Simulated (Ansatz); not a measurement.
Relaxation of Cl2F2H3HfN (9 atoms, charge 0, multiplicity 1), to a largest force component of 0.03 eV/Å in at most 50 steps.

The calculation used Ansatz 0.2.0, RKS B3LYP-D4/def2-SVP.

```xyz
9
Properties=species:S:1:pos:R:3:forces:R:3
Hf -0.078 0.093 0.065 0.04 -0.14 1.72
N -0.072 0.012 2.217 0.09 -0.14 -1.67
H -0.923 -0.027 2.781 0.01 0.00 -0.01
H 0.676 0.403 2.792 -0.01 0.00 -0.01
F 1.719 0.185 -0.564 0.00 0.01 0.00
F -0.907 1.729 -0.454 0.00 0.00 0.00
Cl -1.465 -1.615 -0.799 -0.01 0.00 -0.01
Cl 1.553 -2.937 1.469 -0.51 0.66 0.45
H 0.847 -2.044 2.175 0.38 -0.38 -0.47
```

**Question.** Where does it end, and by what steps?

**Answer.** The run converged. The force dipped under the threshold on the way, but the program's further checks kept it going. After 29 steps the energy has fallen by 2.105 eV; F6 moved furthest, 1.61 Å. Parted: Cl8–H9 (1.34 → 3.25 Å). Joined: Hf1–Cl8 (3.72 → 2.39 Å), N2–H9 (2.25 → 1.02 Å).

```
step  energy less start (eV)  largest force component (eV/Å)  accepted
   0                  0.0000                           1.719       yes
   2                 -0.1612                           0.216       yes
   4                 -0.1762                           0.189       yes
   6                 -0.2358                           0.536       yes
   8                 -0.9619                           1.675       yes
  10                 -1.6374                           0.540       yes
  12                 -1.4237                           5.677        no
  14                 -1.8290                           0.156       yes
  16                 -1.8899                           0.307       yes
  18                 -1.9841                           0.778       yes
  20                 -2.0866                           0.236       yes
  22                 -2.1014                           0.020       yes
  24                 -2.1029                           0.045       yes
  26                 -2.1041                           0.009       yes
  28                 -2.1045                           0.051       yes
  29                 -2.1046                           0.029       yes
```

```xyz
9
Properties=species:S:1:pos:R:3
Hf 0.497 -0.436 0.018
N -0.261 -0.420 2.337
H -1.159 0.062 2.442
H 0.401 0.066 2.948
F 1.098 -0.322 -1.795
F 0.437 1.449 0.386
Cl -1.582 -1.555 -0.331
Cl 2.304 -1.688 0.946
H -0.386 -1.356 2.730
```

Whether the end is a true minimum wasn't checked by a vibrational analysis.

Time of the run: 81 s on 4 threads of Arm Neoverse V2 (shared host), peak memory 0.33 GiB.
